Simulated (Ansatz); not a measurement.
Job for Ansatz (a first-principles code): U-wB97M-V/def2-TZVPP on CH4N (SMILES C[NH]), 2S+1 = 2, atoms moved off the minimum.

Ansatz 0.2 input:
```yaml
crystal:
  periodic: [false, false, false]
  atoms:
    - {symbol: C, position_ang: [-0.57825888, 0.14802501, 0.11928175]}
    - {symbol: N, position_ang: [0.72139327, -0.28436089, -0.21513013]}
    - {symbol: H, position_ang: [-0.73028249, 0.10197085, 1.21269290]}
    - {symbol: H, position_ang: [-1.33877377, -0.48776029, -0.28987719]}
    - {symbol: H, position_ang: [-0.77781290, 1.17011524, -0.19857396]}
    - {symbol: H, position_ang: [1.41641769, 0.34267737, 0.21562658]}
basis:
  gaussian:
    orbitals: def2-TZVPP
hamiltonian:
  xc: {name: wB97M-V}
magnetization: {spin_polarized: true, initial_magnetization: 1}
output: {forces: true}
```

The head of its log:

```
WARN ansatz: RAYON_NUM_THREADS=1 ignored (pool sized by the plan → 1); use --threads N
Functional definition: wB97M-V
integrals: 0.03 GiB planned
571 factors; their error is unknown
integrals: 0.06 GiB planned
153 factors; integrals over basis functions are off by at most 1.2e-5 eV
mean field: 0.51 GiB planned
mean field evaluation 1: about -2587.1810 eV, gradient 2.4e1 eV
mean field evaluation 2: about -2588.3604 eV, gradient 1.9e1 eV
```

Q: Predict the final total energy.

A: -95.1751 hartree.
